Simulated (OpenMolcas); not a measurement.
d3 ions of charge +3 down a group with 4 fluoride ligands in tetrahedral coordination

```json
{
 "Program": "OpenMolcas",
 "Method": "CASSCF",
 "Spin-orbit coupling": "RASSI with atomic mean-field integrals over the reference wave functions"
}
```

The d shell is active. Anionic complexes are neutralised by point charges behind the ligands. Distances were set from a Shannon-type radius of the metal (high-spin where two are listed) plus a fixed donor radius (F 1.31 Å). Ligand basis ANO-RCC-VDZP, DKH2 Hamiltonian. States (labels of Td). Energies in cm-1 above the lowest state or level, χT in cm3 K/mol; under a threefold ground state the first gap can be a small split of the lowest multiplet, not the spin-orbit step; 10Dq and B are least-squares fits to the states below 45000 cm-1, weighted by degeneracy, with a free offset, and given where the rms deviation is under 5 % of |10Dq| (or 100 cm-1) and under 700 cm-1; 10Dq is negative for this site. Spin-only χT is S(S+1) / 2 for the spin of the ground state.

```tsv
Ion	Shell	R (Å)	Metal basis	Outer charge (e at Å behind ligand)	Ground state	First state of that spin	10Dq	B (rms of fit)	First gap with spin-orbit (degeneracies)	χT at 300 K	First state of another spin	Spin-only χT
Cr3+	3d3	1.79	ANO-RCC-VDZP	0.25 at 3.2	4T1	4T2 7048	-7948	990 (299)	23.4 (4, 2)	1.448	2E 11013	1.875
Mo3+	4d3	1.87	ANO-RCC-VDZP	0.25 at 3.2	4T1	4T2 11563			420.8 (4, 2)	0.919	2E 1440	1.875
```

χT departs most from the spin-only value for Mo3+, by -0.956 cm3 K/mol.

An orbital triplet at a regular site is open to Jahn-Teller coupling, which can distort the site and quench the lowest spin-orbit gaps and is left out. Without dynamic correlation the repulsion within the d shell is too large (B by tens of per cent), so at a given field states of lower spin stand too high. Ligand-to-metal charge-transfer states are missing. With no ligand orbital active B as a rule stays too high, so bands that hang on it stand too high and its fall with covalency is understated. With metal d orbitals alone and no dynamic correlation the field as a rule comes out too small, by tens of per cent, by up to half for chloride and softer ligands (holds for Cr3+). This shell can be high or low spin here, a state of another spin lies low, and with metal d orbitals alone active their balance is uncertain, so the ground spin may be wrong (holds for Mo3+). The least metal-like active orbital is 79 % on the metal (Löwdin) and no ligand orbital is active, so the numbers are rough (holds for Mo3+). With metal d orbitals alone the field can be off either way by tens of per cent (holds for Mo3+). No measured value stands beside these numbers; the geometry was imposed, not optimised, and the real ion may take another.
